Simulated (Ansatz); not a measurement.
GeEtBr3 (C₂H₅Br₃Ge) was relaxed with PBE-D4 (def2-SVP) in Ansatz in these states: charge +1 doublet, neutral singlet. The geometries follow in no particular order.

A:

```xyz
11

Ge   -1.056    0.945    0.157
C     0.801    0.398   -0.175
C     1.023   -1.107   -0.133
H     1.373    0.960    0.595
H     1.027    0.859   -1.162
H     2.095   -1.306   -0.337
H     0.791   -1.541    0.859
H     0.436   -1.644   -0.904
Br   -2.129   -0.297    1.933
Br   -2.684   -0.386   -1.038
Br   -1.677    3.118    0.205
```

B:

Cartesian coordinates in Å:
```
Ge -1.1522 -0.2515 0.8168
C 0.1234 0.7326 -0.3107
C 1.2899 -0.1333 -0.7818
H 0.4509 1.5951 0.3065
H -0.4820 1.1319 -1.1510
H 1.9807 0.4618 -1.4127
H 1.8724 -0.5322 0.0727
H 0.9403 -0.9949 -1.3853
Br -0.0815 -1.0947 2.7030
Br -2.0526 -2.0443 -0.3630
Br -2.8892 1.1296 1.5056
```

Task: Judge from the bond lengths which geometry belongs to which state (an estimate).

Result: A is the charge +1 doublet (Ge1–Br9 2.418 Å, Ge1–Br10 2.419 Å, Ge1–Br11 2.261 Å); B is the neutral singlet (Ge1–Br9 2.327 Å, Ge1–Br10 2.327 Å, Ge1–Br11 2.324 Å).
